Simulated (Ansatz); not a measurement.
Start from `O[SiH](O)F` and change one atom or group to get `C=N[SiH](O)F`.

Ansatz, PBE0-D4/def2-TZVP geometries, multiplicity 1. Each molecule was computed in one conformer, which needn't be the lowest.

| property | `O[SiH](O)F` |
| --- | --- |
| HOMO–LUMO gap (PBE/def2-TZVPP) / eV | 7.75 |
| LUMO energy (PBE/def2-TZVPP) / eV | -0.21 |
| ideal-gas entropy at 298 K and 1 bar (rigid rotor, harmonic PBE0-D4/def2-TZVP) / J/(mol·K) | 306 |
| HOMO–LUMO gap (PBE0/def2-TZVPP) / eV | 10.32 |
| LUMO energy (B3LYP/def2-TZVPP) / eV | 0.29 |
| LUMO energy (ωB97M-V/def2-TZVPP) / eV | 2.15 |

Q: Give the same properties after the change, and the shifts. (Estimate.)

A: Computed: 
```tsv
property	`C=N[SiH](O)F`	shift
HOMO–LUMO gap (PBE/def2-TZVPP) / eV	3.65	-4.10
LUMO energy (PBE/def2-TZVPP) / eV	-2.47	-2.26
ideal-gas entropy at 298 K and 1 bar (rigid rotor, harmonic PBE0-D4/def2-TZVP) / J/(mol·K)	341	35
HOMO–LUMO gap (PBE0/def2-TZVPP) / eV	6.22	-4.10
LUMO energy (B3LYP/def2-TZVPP) / eV	-1.62	-1.91
LUMO energy (ωB97M-V/def2-TZVPP) / eV	0.86	-1.29
```

With PBE0 the HOMO rises by 2.04 eV and the LUMO falls by 2.06 eV, so the gap narrows by about 4.10 eV. PBE moves the HOMO by 1.83 eV and ωB97M-V by 2.08 eV. The zero-point energy changes by 43.2 kJ/mol with +6 modes. Modes under 60 cm⁻¹, often nearly free rotors, make the harmonic entropy too high.

B3LYP here is the variant with VWN-RPA as its local correlation; programs differ in this.
